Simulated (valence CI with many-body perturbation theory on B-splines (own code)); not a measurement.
# E1 line list for Ir²⁸⁺

Method: valence CI with perturbative core correlation (CI+MBPT): three valence electrons over a frozen Dirac-Fock core [Kr] 4d10, radial functions for each j: 8 s, 8 p, 9 d, 9 f, 6 g, 3 h, 2 i, with the one-electron correlation potential Σ1, the two-electron term Σ2, the three-electron term Σ3, Breit, model QED; selected CI, second order for the rest, scaled by the run's own slope (own B-spline code, finite nucleus).

No measured spectrum was set against this ion. As an estimate, large intervals hold to a few tenths of a per cent, small ones and those within an open d or f shell to about a per cent. Core correlation moves these levels by up to 50000 cm⁻¹, and in measured spectra 5 to 20 % of such shifts remained as error; rates that hang on mixing are uncertain with them.

Lines 1 to 50 of 187 in falling wavelength, among levels below 172.17 eV, chosen from the strongest by gf and those to the six lowest levels. Wavelengths and rates use the calculated energies. Electric multipoles are in the length gauge, E1 and E2 with the static RPA response of the core. Weak lines are less certain than strong ones. Lines between different terms over intervals too small for the method are left out, as are lines whose strength nearly cancels. The highest levels of a list are the least certain.

Levels are named by their leading jj configuration (3d3/2^4 stands for four electrons in 3d with j = 3/2), which in mixed levels can hold well under half, so a name can repeat and another be missing. Letters in brackets count levels of one name in rising energy.

```tsv
λ vac (Å)	Upper	Lower	A (s⁻¹)	S (a.u.)
97.67	(4f5/2 4f7/2 5s) J=9/2 [b]	(4f7/2^3) J=7/2	3.14e+04	1.44e-07
95.79	(4f5/2^2 5s) J=9/2	(4f5/2^2 4f7/2) J=7/2 [c]	7.75e+04	3.36e-07
94.90	(4f5/2 4f7/2 5s) J=3/2 [a]	(4f5/2 4f7/2^2) J=5/2 [c]	5.01e+04	8.46e-08
94.66	(4f5/2^2 5s) J=9/2	(4f5/2 4f7/2^2) J=7/2 [c]	3.84e+04	1.61e-07
94.16	(4f7/2^2 5s) J=9/2	(4f7/2^3) J=7/2	3.03e+04	1.25e-07
92.80	(4f5/2 4f7/2 5s) J=11/2 [a]	(4f5/2 4f7/2^2) J=9/2 [d]	4.02e+04	1.90e-07
92.76	(4f5/2 4f7/2 5s) J=9/2 [a]	(4f5/2^2 4f7/2) J=7/2 [c]	1.16e+05	4.55e-07
92.06	(4f5/2 4f7/2 5s) J=7/2 [a]	(4f5/2^2 4f7/2) J=7/2 [c]	1.59e+04	4.89e-08
91.85	(4f5/2 4f7/2 5s) J=9/2 [b]	(4f5/2^2 4f7/2) J=7/2 [c]	1.74e+04	6.66e-08
91.71	(4f5/2 4f7/2 5s) J=9/2 [a]	(4f5/2 4f7/2^2) J=7/2 [c]	4.75e+04	1.81e-07
91.61	(4f5/2 4f7/2 5s) J=9/2 [b]	(4f5/2 4f7/2^2) J=9/2 [d]	6.24e+04	2.37e-07
91.48	(4f5/2 4f7/2 5s) J=7/2 [a]	(4f7/2^3) J=5/2	1.76e+04	5.33e-08
91.41	(4f5/2 4f7/2 5s) J=7/2 [b]	(4f5/2^2 4f7/2) J=7/2 [c]	8.52e+04	2.57e-07
91.18	(4f5/2^2 5s) J=9/2	(4f5/2 4f7/2^2) J=7/2 [b]	1.47e+04	5.49e-08
90.92	(4f5/2 4f7/2 5s) J=5/2 [a]	(4f7/2^3) J=5/2	5.56e+04	1.24e-07
90.82	(4f7/2^2 5s) J=3/2	(4f5/2 4f7/2^2) J=5/2 [c]	5.99e+04	8.86e-08
90.71	(4f5/2^2 5s) J=5/2	(4f5/2 4f7/2^2) J=5/2 [b]	6.15e+04	1.36e-07
90.38	(4f5/2 4f7/2 5s) J=7/2 [b]	(4f5/2 4f7/2^2) J=7/2 [c]	2.06e+05	6.01e-07
89.89	(4f5/2 4f7/2 5s) J=11/2 [b]	(4f5/2 4f7/2^2) J=9/2 [d]	2.64e+05	1.14e-06
89.66	(4f5/2^2 5s) J=5/2	(4f5/2 4f7/2^2) J=3/2 [b]	7.89e+04	1.68e-07
89.45	(4f5/2^2 5s) J=3/2	(4f5/2 4f7/2^2) J=1/2	3.43e+04	4.84e-08
89.00	(4f7/2^2 5s) J=13/2	(4f7/2^3) J=11/2	1.16e+04	5.65e-08
88.51	(4f5/2 4f7/2 5s) J=5/2 [b]	(4f7/2^3) J=5/2	1.75e+05	3.59e-07
88.51	(4f7/2^2 5s) J=9/2	(4f5/2 4f7/2^2) J=9/2 [d]	3.20e+05	1.09e-06
88.43	(4f5/2 4f7/2 5s) J=9/2 [a]	(4f5/2 4f7/2^2) J=7/2 [b]	3.88e+04	1.32e-07
88.38	(4f5/2 4f7/2 5s) J=5/2 [a]	(4f5/2 4f7/2^2) J=5/2 [b]	2.26e+05	4.61e-07
88.36	(4f5/2^2 5s) J=9/2	(4f5/2 4f7/2^2) J=9/2 [b]	2.10e+04	7.14e-08
88.30	(4f5/2 4f7/2 5s) J=7/2 [b]	(4f5/2 4f7/2^2) J=5/2 [b]	1.88e+05	5.12e-07
88.28	(4f5/2^2 5s) J=9/2	(4f5/2 4f7/2^2) J=7/2 [a]	1.65e+04	5.60e-08
88.25	(4f7/2^2 5s) J=7/2	(4f5/2^2 4f7/2) J=7/2 [c]	1.97e+05	5.35e-07
88.08	(4f5/2 4f7/2 5s) J=5/2 [b]	(4f5/2 4f7/2^2) J=7/2 [c]	3.00e+04	6.08e-08
87.92	(4f5/2 4f7/2 5s) J=11/2 [a]	(4f5/2 4f7/2^2) J=9/2 [c]	3.25e+04	1.31e-07
87.80	(4f5/2 4f7/2 5s) J=7/2 [a]	(4f5/2 4f7/2^2) J=7/2 [b]	1.75e+04	4.67e-08
87.77	(4f7/2^2 5s) J=9/2	(4f5/2 4f7/2^2) J=7/2 [c]	7.71e+04	2.57e-07
87.71	(4f7/2^2 5s) J=7/2	(4f7/2^3) J=5/2	1.10e+05	2.92e-07
87.61	(4f5/2 4f7/2 5s) J=9/2 [b]	(4f5/2 4f7/2^2) J=7/2 [b]	1.87e+05	6.21e-07
87.29	(4f7/2^2 5s) J=7/2	(4f5/2 4f7/2^2) J=7/2 [c]	2.09e+05	5.49e-07
87.20	(4f5/2 4f7/2 5s) J=7/2 [b]	(4f5/2 4f7/2^2) J=7/2 [b]	6.92e+04	1.81e-07
86.97	(4f5/2 4f7/2 5s) J=11/2 [c]	(4f5/2 4f7/2^2) J=9/2 [d]	2.88e+04	1.12e-07
86.88	(4f7/2^2 5s) J=9/2	(4f7/2^3) J=11/2	8.69e+04	2.81e-07
86.88	(4f5/2^2 5s) J=5/2	(4f5/2^2 4f7/2) J=5/2 [b]	9.87e+04	1.92e-07
86.77	(4f5/2 4f7/2 5s) J=3/2 [a]	(4f7/2^3) J=3/2	1.00e+05	1.30e-07
86.73	(4f5/2^2 5s) J=3/2	(4f5/2^2 4f7/2) J=3/2 [b]	5.68e+04	7.32e-08
86.73	(4f5/2 4f7/2 5s) J=11/2 [a]	(4f5/2^2 4f7/2) J=11/2 [b]	1.90e+04	7.34e-08
86.67	(4f5/2^2 5s) J=9/2	(4f5/2^2 4f7/2) J=7/2 [b]	7.32e+04	2.35e-07
86.52	(4f5/2 4f7/2 5s) J=11/2 [b]	(4f7/2^3) J=9/2	3.10e+04	1.19e-07
86.47	(4f5/2 4f7/2 5s) J=9/2 [a]	(4f5/2^2 4f7/2) J=11/2 [b]	1.34e+05	4.26e-07
86.45	(4f5/2 4f7/2 5s) J=7/2 [b]	(4f5/2 4f7/2^2) J=9/2 [c]	5.65e+04	1.44e-07
86.12	(4f5/2^2 5s) J=7/2	(4f5/2^2 4f7/2) J=5/2 [a]	8.82e+04	2.22e-07
86.03	(4f5/2 4f7/2 5s) J=11/2 [a]	(4f5/2 4f7/2^2) J=9/2 [b]	7.19e+04	2.71e-07
```
